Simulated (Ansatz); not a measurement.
Molecule: CrF4, charge 0, multiplicity 3. The spin state was set by rule; other spins were not relaxed. SMILES: [F][Cr]([F])([F])[F]
Geometry: optimised at B3LYP-D3(BJ)/def2-TZVP (Ansatz, a quantum-chemistry and plane-wave program).

Wanted: atomisation energy (electronic, to ground-state atoms), in kcal/mol. Valence correlation only, unless marked. UHF or UKS for open shells. No spin-orbit coupling. The frozen core is the preceding noble-gas configuration, with the filled d and f shells of earlier blocks. No relativistic terms. The coupled-cluster limit lacks core correlation, which all-electron functionals hold. CBS marks a two-point X^-3 extrapolation of the correlation energy; Hartree-Fock from the larger set. The bracket is a focal-point correction in the basis named.

| level | program | atomisation energy (kcal/mol) |
|---|---|---|
| HF/6-31G | Ansatz | 191.3 |
| PBE/def2-TZVPD | Ansatz | 463.3 |
| BLYP-D3(BJ)/def2-TZVPD | Ansatz + dftd3 | 464.7 |
| BLYP/def2-TZVPD | Ansatz | 461.2 |

**Question.** Predict the RI-MP2/CBS(def2-TZVPP,def2-QZVPP)+[CCSD(T)-MP2]/def2-TZVPP result (Ansatz).

**Answer.** 423.8 kcal/mol
